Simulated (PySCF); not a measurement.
Ionisation energy of B⁺ by level of theory

B⁺ [He] 2s2 (1S) → B²⁺ [He] 2s1 (2S), as a difference of total energies. Computed with PySCF 2.14 in aug-cc-pVDZ-DK, with the spin-free X2C one-electron Hamiltonian (Gaussian nucleus). Correlated levels: valence: 1s2 frozen. The calculations carry no spin-orbit coupling.

```json
{"method": "UHF", "ionisation energy (eV)": "23.499"}
{"method": "M06-2X", "ionisation energy (eV)": "24.820"}
{"method": "TPSS", "ionisation energy (eV)": "24.713"}
{"method": "MP2 (valence)", "ionisation energy (eV)": "24.387"}
{"method": "SCS-MP2 (valence)", "ionisation energy (eV)": "24.565"}
{"method": "CCSD (valence)", "ionisation energy (eV)": "25.095"}
```

Errors of the correlated levels include the incompleteness of this basis and the frozen core.

With two correlated electrons CCSD is exact in that space.

The coupled-cluster amplitudes are large for B⁺ (T1 above 0.03 or a double amplitude above 0.15), so a single reference is strained.

Which method comes closest to the reference value, and which is furthest?

The reference is 25.155 eV (measured; NIST Atomic Spectra Database, ionization energies). Closest: CCSD (valence) (error -0.060 eV); furthest: UHF (error -1.656 eV).
